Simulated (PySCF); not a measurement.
C4H3S, SMILES s1cc[c]c1, multiplicity 2. Atoms are numbered in the order given.

```xyz
8

C      1.0837    -0.9997     0.0000
C      1.2563     0.3424     0.0000
S     -0.3247     1.0990     0.0000
C     -1.1293    -0.4369     0.0000
C     -0.2454    -1.4916     0.0000
H      2.1607     0.9480     0.0000
H     -2.2184    -0.4758     0.0000
H     -0.5388    -2.5415     0.0000
```
Charge 0, spin multiplicity 2.

Coordinates come from a B3LYP-D3(BJ)/def2-SVP optimisation. The isomer is the one that the SMILES or the coordinates give; other isomers of the formula were not compared.

These are CAM-B3LYP/def2-TZVP (PySCF) values and carry that method's errors.

Atomic charges (e):

```tsv
atom	meta-Löwdin	Mulliken	Mulliken spin
C1	-0.03	-0.03	0.94
C2	-0.28	-0.19	-0.09
S3	0.29	0.08	0.08
C4	-0.25	-0.16	0.05
C5	-0.16	-0.17	-0.02
H6	0.15	0.16	0.01
H7	0.14	0.16	0.01
H8	0.14	0.14	0.01
```

Q: Give the Mayer and Wiberg (Löwdin basis) orders of the bonds. (An estimate is asked for; the answer gives what the named calculation found.)

A: 
| bond | Mayer | Wiberg |
|---|---|---|
| C1–C2 | 1.69 | 1.96 |
| C2–S3 | 1.19 | 1.48 |
| S3–C4 | 1.27 | 1.57 |
| C1–C5 | 1.29 | 1.52 |
| C4–C5 | 1.61 | 1.80 |
| C2–H6 | 0.94 | 0.88 |
| C4–H7 | 0.94 | 0.88 |
| C5–H8 | 0.95 | 0.84 |
